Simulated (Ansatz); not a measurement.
Geometry optimisation, RKS CAM-B3LYP-D4/def2-SVP (Ansatz 0.2.0).

Input:

```yaml
crystal:
  periodic: [false, false, false]
  atoms:
    - { symbol: "N", position_ang: [-0.4151, 1.5541, 0.2667] }
    - { symbol: Sn, position_ang: [0.1593, -0.3661, 0.2227] }
    - { symbol: O, position_ang: [1.446, -0.611, -1.25] }
    - { symbol: Cl, position_ang: [-1.6156, -1.7589, -0.1458] }
    - { symbol: H, position_ang: [-1.1936, 1.6602, 0.9789] }
    - { symbol: H, position_ang: [-0.9424, 1.7904, -0.6579] }
    - { symbol: H, position_ang: [0.53676, 1.72134, 0.65089] }
    - { symbol: H, position_ang: [1.7189, -1.5649, -1.2309] }
basis:
  gaussian: { orbitals: def2-SVP }
hamiltonian:
  xc: cam_b3lyp
  dispersion: d4
relax:
  f_tol: 0.02
  max_steps: 50
```

Command:

```bash
$ ansatz run input.yaml --threads 2 --pin off --max-ram 3072MiB --backend cpu --events-out ev --progress --plain --runs-dir out
```

Task: Where does it end, and by what steps?

Result: The run converged. The force dipped under the threshold on the way, but the program's further checks kept it going. After 32 steps the energy has fallen by 3.141 eV; H6 moved furthest, 1.28 Å.

```csv
step,energy less start (eV),largest force component (eV/Å),accepted
0,0.0000,5.169,yes
2,-2.4361,1.137,yes
4,-2.8965,0.895,yes
6,-3.0208,0.622,yes
8,-3.0730,0.718,yes
10,-3.0934,0.206,yes
12,-3.1083,0.034,yes
14,-3.1100,0.217,no
16,-3.1109,0.079,yes
18,-3.1115,0.059,yes
20,-3.1124,0.037,yes
22,-3.1135,0.062,yes
24,-3.1163,0.363,yes
26,-3.1324,0.184,yes
28,-3.1351,0.175,no
30,-3.1400,0.042,yes
32,-3.1405,0.014,yes
```

```xyz
8
Properties=species:S:1:pos:R:3
N -0.247 1.385 0.295
Sn 0.546 -0.827 0.868
O 1.340 -0.601 -0.979
Cl -1.652 -1.490 -0.003
H -1.236 1.266 0.065
H 0.283 1.436 -0.580
H -0.116 2.240 0.836
H 0.777 -0.984 -1.667
```

Run time: 55 s on 2 threads of Intel(R) Xeon(R) 6975P-C (Granite Rapids), on a shared host, peak memory 0.26 GiB.
